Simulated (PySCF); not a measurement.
**Worked example: oscillator strength and radiative lifetime**

GeHIO, SMILES [Ge]([I])[OH] (connectivity only; charge and spin as stated), neutral, multiplicity 1.

Geometry: PBE0-D3(BJ)/def2-TZVP. The def2 effective core potentials stand for the cores of I; spin–orbit coupling is left out. Other conformers were not sampled.

TDDFT-ωB97X/def2-SVPD (PySCF) puts the first singlet state with f over 0.02 at 5.63 eV (vertical), with the transition dipole (0.243, -0.772, 0.000) in atomic units.

Problem. Find the oscillator strength, the wavelength and the radiative lifetime that this transition would have in vacuum if emission retraced absorption.

Solution. 
|μ|² = 0.6550 au, so |μ| = 2.06 D. ΔE = 5.63/27.211 = 0.2069 hartree. f = (2/3) ΔE |μ|² = 0.090 (the program prints 0.090).
λ = 1239.84/5.63 = 220 nm; ν = 45409 cm⁻¹.
Einstein's coefficient A = 0.6670 ν² f s⁻¹ (ν in cm⁻¹) = 1.2e8 s⁻¹, so τ = 1/A = 8.0 ns. This state is S4; the lower singlets have f = 0.015, 0.001, 0.012. The figure is the radiative limit of this one transition; relaxation, internal conversion, crossing to triplets and a medium change what is measured.
